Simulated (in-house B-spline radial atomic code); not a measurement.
Inner levels of rhodium as electrons are removed. A shift is the extra binding of the orbital against the neutral atom ([Kr] 4d8 5s1). The density at the nucleus is averaged over the nuclear charge. Computed with a B-spline radial code for spherical atoms: Dirac-Hartree-Fock, average of the configuration, finite nuclei.

```tsv
ion	configuration	shift of 2s1/2 (eV)	shift of 1s1/2 (eV)	shift of 3p1/2 (eV)	radius of 2s1/2 (bohr)	radius of 1s1/2 (bohr)	radius of 3p1/2 (bohr)	Σ<r²> (bohr²)	change of density at nucleus (bohr⁻³)
Rh14+	[Ar] 3d10 4s2 4p1	323.75	329.19	310.24	0.14117	0.032617	0.37846	5.7402	179.78
Rh15+	[Ar] 3d10 4s2	?	?	?	?	?	?	?	?
Rh16+	[Ar] 3d10 4s1	392.82	402.15	374.87	0.14115	0.032615	0.37724	3.8813	-36.066
Rh17+	[Ar] 3d10	428.78	440.31	408.73	0.14114	0.032615	0.37652	3.0506	-294.86
Rh18+	[Ar] 3d9	499.88	511.77	465	0.14105	0.032616	0.37272	2.8189	-240.91
Rh19+	[Ar] 3d8	573.2	585.68	522.63	0.14096	0.032617	0.36896	2.6019	-184.12
Rh20+	[Ar] 3d7	648.74	662.01	581.59	0.14085	0.032617	0.36523	2.3983	-124.47
Rh21+	[Ar] 3d6	726.46	740.76	641.87	0.14073	0.032618	0.36154	2.207	-61.967
Rh22+	[Ar] 3d5	806.35	821.92	703.45	0.1406	0.032619	0.3579	2.0268	3.388
Rh23+	[Ar] 3d4	888.37	905.48	766.34	0.14047	0.03262	0.35429	1.857	71.603
Rh24+	[Ar] 3d3	?	?	?	?	?	?	?	?
Rh25+	[Ar] 3d2	1058.74	1079.8	895.95	0.14017	0.032621	0.34723	1.5451	216.63
Rh26+	[Ar] 3d1	1147.05	1170.54	962.67	0.14	0.032622	0.34376	1.4016	293.45
Rh27+	[Ne] 3s2 3p6	?	?	?	?	?	?	?	?
Rh28+	[Ne] 3s2 3p5	1322.62	1361.28	1097.36	0.13963	0.032619	0.33724	1.1117	457.32
Rh29+	[Ne] 3s2 3p4	1409.17	1460.75	1164.97	0.13943	0.032614	0.33434	0.96295	543.52
Rh30+	[Ne] 3s2 3p3	1497.04	1562.08	1233.48	0.13922	0.032609	0.33149	0.81921	631.77
```

**Question.** Fill in the row of Rh15+.

**Answer.** shift of 2s1/2 (eV): 357.69; shift of 1s1/2 (eV): 364.97; shift of 3p1/2 (eV): 341.7; radius of 2s1/2 (bohr): 0.14115; radius of 1s1/2 (bohr): 0.032616; radius of 3p1/2 (bohr): 0.37792; Σ<r²> (bohr²): 4.753; change of density at nucleus (bohr⁻³): 205.95.

**Question.** Fill in the row of Rh24+.

**Answer.** shift of 2s1/2 (eV): 972.5; shift of 1s1/2 (eV): 991.44; shift of 3p1/2 (eV): 830.5; radius of 2s1/2 (bohr): 0.14032; radius of 1s1/2 (bohr): 0.032621; radius of 3p1/2 (bohr): 0.35074; Σ<r²> (bohr²): 1.6966; change of density at nucleus (bohr⁻³): 142.68.

**Question.** Fill in the row of Rh27+.

**Answer.** shift of 2s1/2 (eV): 1237.42; shift of 1s1/2 (eV): 1263.67; shift of 3p1/2 (eV): 1030.65; radius of 2s1/2 (bohr): 0.13983; radius of 1s1/2 (bohr): 0.032623; radius of 3p1/2 (bohr): 0.34035; Σ<r²> (bohr²): 1.2658; change of density at nucleus (bohr⁻³): 373.16.
